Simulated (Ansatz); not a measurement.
One change: `C=C[Te][SiH2]C` becomes `C[SiH2][TeH]`.

Ansatz, PBE0-D4/def2-TZVP geometries, multiplicity 1. Each molecule was computed in one conformer, which needn't be the lowest.

Elements past krypton have def2 core potentials.

```csv
property,`C=C[Te][SiH2]C`
HOMO–LUMO gap (B3LYP/def2-TZVPP) / eV,5.11
HOMO energy (PBE0/def2-TZVPP) / eV,-6.07
zero-point energy (PBE0-D4/def2-TZVP) / kJ/mol,252.3
HOMO–LUMO gap (ωB97M-V/def2-TZVPP) / eV,9.37
size of the dipole moment (ωB97M-V/def2-TZVPP) / D,1.52
LUMO energy (B3LYP/def2-TZVPP) / eV,-0.76
```

Task: What does the change do to each property? (Estimate.)

Result: The calculation gave: 
```
                                          property  `C[SiH2][TeH]`  shift
             HOMO–LUMO gap (B3LYP/def2-TZVPP) / eV            5.46   0.35
                HOMO energy (PBE0/def2-TZVPP) / eV           -6.40  -0.33
    zero-point energy (PBE0-D4/def2-TZVP) / kJ/mol           159.1  -93.2
           HOMO–LUMO gap (ωB97M-V/def2-TZVPP) / eV            9.79   0.42
size of the dipole moment (ωB97M-V/def2-TZVPP) / D            1.45  -0.07
               LUMO energy (B3LYP/def2-TZVPP) / eV           -0.72   0.04
```

With PBE0 the HOMO falls by 0.33 eV and the LUMO rises by 0.05 eV, so the gap widens by about 0.38 eV. PBE moves the HOMO by -0.28 eV and ωB97M-V by -0.36 eV. The zero-point energy changes by -93.2 kJ/mol with -12 modes. Dipoles are sizes alone; their direction can turn.

B3LYP here is the variant with VWN-RPA as its local correlation; programs differ in this.

Spin–orbit coupling is left out; it splits and shifts lone-pair levels of the heavy atoms by tenths of an eV.
